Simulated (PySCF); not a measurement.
Isomers C₆H₉Cl:

A. `C/C(C(=C)Cl)=C\C`
B. `C1C[C@]2(Cl)[C@H](C1)C2`
C. `C=C/C(=C\C)CCl`

Spectrum 1. ¹H NMR (500 MHz, computed): δ 6.93 (m, 1H), 6.05 (q, 1H), 5.82 (m, 1H), 5.68 (m, 1H), 4.18 (s, 2H), 2.00 (d, 3H). ¹³C{¹H} NMR (computed): δ 141.9 (C), 140.3 (CH), 135.8 (CH), 123.5 (CH2), 53.1 (CH2), 16.9 (CH3).

Spectrum 2. ¹H NMR (500 MHz, computed): δ 6.70 (q, 1H), 5.49 (m, 1H), 5.37 (m, 1H), 1.94 (d, 3H), 1.87 (s, 3H). ¹³C{¹H} NMR (computed): δ 154.4 (C), 139.8 (C), 137.4 (CH), 114.8 (CH2), 16.4 (CH3), 15.9 (CH3).

Spectrum 3. ¹H NMR (500 MHz, computed): δ 2.18 (m, 1H), 2.11 (m, 1H), 2.06 (m, 1H), 1.68 (m, 1H), 1.65 (m, 1H), 1.46 (m, 1H), 1.22 (m, 1H), 0.94 (m, 1H), 0.64 (m, 1H). ¹³C{¹H} NMR (computed): δ 54.2 (C), 39.9 (CH2), 31.2 (CH), 30.5 (CH2), 24.8 (CH2), 19.1 (CH2).

All values are calculated (PySCF 2.14): σ from GIAO-PBE0/pcSseg-1, structure optimised with GFN2-xTB. No relativistic terms, no solvent model, one averaged value for each set of equivalent atoms, single conformer.

Scale: ¹H (σ = 31.72 ppm), ¹³C (σ = 186.93 ppm) vs TMS (reference shieldings calculated alike). Where no couplings were computed, multiplicities follow the n + 1 count of equivalent neighbours, and m marks all less simple cases (inequivalent or close neighbours, rings, F or P nearby). Shifts are as computed. Against solution values, carbons near 30 ppm lie about +3 ppm off and those near 130 ppm about +5 ppm; carbons on Cl a further +6 ppm (rms about the fit 2.1 ppm; single classes can miss by 10 ppm). Of 1328 compounds with measured shifts, 309 miss one by over three times the rms of a fit or turn the order of signals round; such compounds aren't used in these exercises. Signals without a measured value on file couldn't be tested in this way; 1H shifts scatter by 0.2 ppm about their fit, and single ones miss by 0.5 ppm. Carbons bonded to Cl come out too deshielded.

Which spectrum belongs to which compound?

Answers

1–C, 2–A, 3–B.

- Spectrum 1 (C): 6 ¹³C signals; δC 141.9 is a fully substituted alkene carbon; δC 140.3 is an alkene CH.
- Spectrum 2 (A): 6 ¹³C signals; δC 154.4 is a fully substituted alkene carbon; δC 139.8 is a fully substituted alkene carbon.
- Spectrum 3 (B): 6 ¹³C signals; δC 54.2 is a three-membered-ring carbon; δC 39.9 is an sp3 CH2 in a ring.
